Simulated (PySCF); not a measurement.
Compound: (FSi)4NH6 adamantane, F₄H₆N₆Si₄.
Bonds: Si1–F2, Si1–N3, Si1–N9, Si1–N13, N3–Si4, Si4–F5, Si4–N6, Si4–N14, N6–Si7, Si7–F8, Si7–N9, Si7–N10, N10–Si11, Si11–F12, Si11–N13, Si11–N14. Hydrogens: H15 on N3; H16 on N6; H17 on N9; H18 on N10; H19 on N13; H20 on N14.

A GFN2-xTB structure with every atom displaced at random (by about 0.03 Å) was refined with PBE0-D3(BJ)/def2-SVP geometry optimisation, gas phase in PySCF 2.14.0. Values at the start:

```tsv
coordinate	start
Si1–F2	1.550 Å
Si1–N3	1.728 Å
N3–H15	1.048 Å
Si4–N6	1.831 Å
N6–Si7	1.718 Å
Si1–N3–Si4	117.5°
F2–Si1–N3	113.2°
N3–Si1–N9	101.1°
N3–Si1–N13	110.5°
N3–Si4–N14	110.8°
Si4–N6–Si7	111.3°
F8–Si7–N9	109.7°
F8–Si7–N10	111.7°
Si1–N3–Si4–F5	176°
F2–Si1–N3–Si4	-176°
N3–Si4–N14–Si11	-51°
N6–Si7–N10–Si11	-64°
```

Problem. How do these coordinates change at the PBE0-D3(BJ)/def2-SVP level?

Solution. 
| coordinate | PBE0-D3(BJ)/def2-SVP (Å or °) | change |
| --- | --- | --- |
| Si4–N6 | 1.733 | -0.098 |
| Si1–F2 | 1.611 | +0.061 |
| N3–H15 | 1.021 | -0.027 |
| N6–Si7 | 1.743 | +0.025 |
| Si1–N3 | 1.739 | +0.011 |
| N3–Si1–N9 | 108.5 | +7.4 |
| N3–Si1–N13 | 105.7 | -4.8 |
| Si1–N3–Si4 | 113.5 | -4.0 |
| N3–Si4–N14 | 106.8 | -4.0 |
| F2–Si1–N3 | 111.3 | -1.9 |
| F8–Si7–N10 | 113.2 | +1.5 |
| F8–Si7–N9 | 108.8 | -0.9 |
| Si4–N6–Si7 | 111.9 | +0.6 |
| F2–Si1–N3–Si4 | 178 | -6 |
| N3–Si4–N14–Si11 | -56 | -5 |
| Si1–N3–Si4–F5 | -179 | +5 |
| N6–Si7–N10–Si11 | -60 | +4 |

The energy falls by 121.5 kJ/mol over 19 energy and gradient evaluations, the largest force component goes from 0.1012 to 3.5e-04 Eh/bohr, and the atoms move by 0.196 Å rms after alignment. The bond that changes most is Si4–N6 (ends: silicon bonded to F and 3 N; nitrogen bonded to 2 Si and H), which shortens by 0.098 Å. Bonds longer at the end by more than 0.005 Å: 15 of 22; shorter: 7. Among the dihedrals that turn most is F2–Si1–N13–H19, from -12° to -44°.

The run used 242 basis functions and 121 SCF cycles in all.

No frequency check. The numbers are those of one conformer.
